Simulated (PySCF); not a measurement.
Electron correlation in Ni (nickel, neutral)

[Ar] 3d7 4s2 4p1, one real determinant (an excited configuration). Computed with PySCF 2.14 in ANO-RCC-VTZP (6s5p3d2f1g, 59 functions), with the spin-free X2C one-electron Hamiltonian (Gaussian nucleus). Frozen: [Ar]; 10 electrons correlated.

```
  level  correlation energy (mhartree)
   CCSD                        -266.32
    (T)                         -42.19
CCSD(T)                        -308.51
```

Diagnostics: T1 = 0.057, D1 = 0.2485, largest double amplitude 0.511.

Is a single reference adequate?

Not fully. The real determinant used has ⟨L²⟩ near 14 against 20 for a pure G term, so it mixes terms. T1 exceeds 0.03, a sign that the reference determinant is poor. A double-excitation amplitude exceeds 0.15, a sign of near-degeneracy.

The basis was made for the ground configuration and has no added diffuse functions, which can raise the energy of the promoted electron.

The reference is one real determinant that mixes LS terms of this configuration.
